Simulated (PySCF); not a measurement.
LiCl, SMILES [Li][Cl]. Heavy atoms are numbered as in [Li:1][Cl:2].

The structure is a stationary point at PBE0-D3(BJ)/def2-TZVPD.

Calculation: PBE0/pcSseg-2 run with PySCF.

GIAO shieldings, no solvent; atoms alike by connectivity are averaged. δ = σ(ref) − σ: ³⁵Cl against HCl (σ = 943.3 ppm), references at their B3LYP-D3(BJ)/def2-TZVP geometries, non-relativistic (without spin–orbit terms, shifts of atoms bonded to Cl or Br come out too high).

Computed chemical shifts:
```tsv
nucleus	atoms	count	δ (ppm)
³⁵Cl	Cl2	1	-70.3
```
